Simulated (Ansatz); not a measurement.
Born–Oppenheimer molecular dynamics of CH9AlFNSi (14 atoms, charge 0, multiplicity 1). It starts from a rough guess of a transition structure, not a stationary point.

Level of theory: Ansatz, UKS r2SCANh/STO-3G.

```yaml
ensemble: NVE (velocity Verlet)
time_step: 0.5 fs
steps_asked: 150
starting_velocities_drawn_for: 100 K
seed: 769111
```

First frame:

```xyz
14
Properties=species:S:1:pos:R:3
Al -0.116 0.373 0.533
F -1.323 1.655 -0.630
C 1.730 1.054 0.784
N -1.219 -0.369 1.710
H -0.927 0.578 -1.026
Si -0.387 -1.062 -1.752
H 1.765 2.120 1.028
H 2.253 0.530 1.589
H 2.328 0.924 -0.126
H -1.000 -0.859 2.569
H -2.225 -0.276 1.663
H -1.613 -1.788 -2.128
H 0.479 -2.114 -1.170
H 0.257 -0.767 -3.045
```

(1) How far do the bonds stretch over the last three quarters of this one trajectory? (Pairs bonded in most of those frames.)

Answers

(1) 
| bond | mean (Å) | spread (Å) | shortest | longest |
| --- | --- | --- | --- | --- |
| Al1–F2 | 2.008 | 0.189 | 1.71 | 2.22 |
| Al1–C3 | 1.919 | 0.063 | 1.86 | 2.05 |
| Al1–N4 | 1.799 | 0.084 | 1.69 | 1.94 |
| Al1–Si6 | 2.322 | 0.191 | 2.06 | 2.62 |
| F2–H5 | 0.987 | 0.017 | 0.96 | 1.01 |
| C3–H7 | 1.095 | 0.008 | 1.08 | 1.11 |
| C3–H8 | 1.095 | 0.007 | 1.08 | 1.11 |
| C3–H9 | 1.094 | 0.009 | 1.08 | 1.11 |
| N4–H10 | 1.044 | 0.018 | 1.01 | 1.08 |
| N4–H11 | 1.045 | 0.017 | 1.01 | 1.08 |
| Si6–H12 | 1.455 | 0.034 | 1.40 | 1.51 |
| Si6–H13 | 1.446 | 0.033 | 1.40 | 1.51 |
| Si6–H14 | 1.456 | 0.025 | 1.41 | 1.49 |

Mean temperature of the second half: 636 K. The conserved energy stayed within 0.13 meV per atom of its start (net change -0.061 meV per atom), so the integration is sound. The system heated up, since it started high on the potential surface and ran downhill. A run of 0.075 ps of so small a system gives no equilibrium averages. The orbitals stay closed-shell, which can raise the energy where a bond breaks towards radicals; this wasn't checked here. Limits of this set-up: minimal basis.

Run time: 10 min on 1 thread of Intel(R) Xeon(R) 6975P-C (Granite Rapids), on a shared host, peak memory 0.24 GiB.
